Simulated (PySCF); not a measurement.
F3Fe, SMILES [F][Fe-]([F])[F] (connectivity only; charge and spin as stated), charge -1, multiplicity 5. The structure is a stationary point at r2SCAN-D4/def2-SVPD. The multiplicity is an assumed one; other spin states were not compared.

Calculation: r2SCAN-D4/def2-SVPD in PySCF.

Harmonic wavenumbers (cm⁻¹): 137, 138, 154, 513, 570, 570. Rotational constants (GHz): 5.192, 5.192, 2.596; symmetry number 6.

**Question.** Work out the zero-point energy and the ideal-gas rigid-rotor harmonic-oscillator thermochemistry at 298.15 K and 1 atm.

**Answer.** ZPE = ½ Σ hcν = ½ × 2082 cm⁻¹ = 2.98 kcal/mol. H − E(el) = 6.94 kcal/mol. Entropy in cal/(mol K): translation 40.08, rotation 22.37, vibration 9.93, spin 3.20, total 75.58. G − E(el) = -15.60 kcal/mol. Cp = 17.09 cal/(mol K). Modes under 150 cm⁻¹ make the vibrational entropy uncertain.
